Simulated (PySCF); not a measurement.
A small calculation by hand: entropy of an ideal gas

H₅N₂O₂Ta, SMILES [NH]=[Ta]([NH2])([OH])[OH], multiplicity 1.

Geometry optimised at PBE0-D3(BJ)/def2-SVP. The spin state was assumed, not searched. The structure was generated by enumeration; whether it is a known compound was not checked. The def2 effective core potentials stand for the cores of Ta; spin–orbit coupling is left out. Other conformers were not sampled.

PBE0-D3(BJ)/def2-SVP (PySCF 2.14.0) gives the harmonic wavenumbers 174, 179, 188, 193, 224, 316, 334, 366, 438, 462, 475, 591, 591, 609, 686, 706, 710, 1002, 1517, 3583, 3692, 3705, 3973, 3976 cm⁻¹ and the rotational temperatures 0.1498, 0.1474, 0.1337 K. The molar mass is 246.00 g/mol, the symmetry number 1, the spin multiplicity 1.

Problem. Work out the entropy at 298.15 K and 1 atm in the rigid-rotor, harmonic-oscillator model.

Solution. 
Translation (Sackur–Tetrode at 1 atm): S = R[1.5 ln M + 2.5 ln T − 1.16487] = 177.4 J/(mol K).
Rotation: q = (√π/σ) T^1.5/√(θA θB θC) = 168000, S = R[ln q + 3/2] = 112.5 J/(mol K).
Vibration: with u = 1.4388 ν/T, each mode gives R[u/(e^u − 1) − ln(1 − e^−u)]:
```tsv
ν (cm⁻¹)	modes	u	S (J/(mol K))
174	1	0.84	10.01
179	1	0.86	9.79
188	1	0.91	9.40
193	1	0.93	9.20
224	1	1.08	8.06
316	1	1.52	5.57
334	1	1.61	5.19
366	1	1.77	4.59
438	1	2.11	3.48
462	1	2.23	3.18
475	1	2.29	3.03
591	2	2.85	3.89
609	1	2.94	1.82
686	1	3.31	1.35
706	1	3.41	1.25
710	1	3.43	1.23
1002	1	4.84	0.39
1517	1	7.32	0.05
```
The stiffer modes add less than 0.005 each. Sum 81.5 J/(mol K).
Spin: R ln 1 = 0.0 J/(mol K).
Total 371.4 J/(mol K); the program's own thermochemistry gives 371.4. Translation makes up 48 % and vibration 22 %. Anharmonicity, hindered rotation and orbital degeneracy are left out.
